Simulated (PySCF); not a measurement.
BeClH2N, SMILES [NH2][Be][Cl].

Coordinates come from a PBE0-D3(BJ)/def2-TZVP optimisation. Other conformers were not sampled.

Calculation: B3LYP/def2-TZVPD (PySCF).

Gas-phase values at a fixed geometry.

```yaml
total_energy: -531.08250 hartree
point_group: C2v
highest_occupied_level: -7.39 eV
lowest_empty_level: -0.73 eV
orbital_gap: 6.66 eV
dipole_moment: 2.15 D
quadrupole, principal values (traceless, Buckingham form, about the centre of nuclear charge): -3.37, 0.68, 2.69 D·Å
mean_static_polarisability: 39.0 bohr³ (5.78 Å³)
polarisability_principal_values: 32.9, 34.8, 49.3 bohr³
```
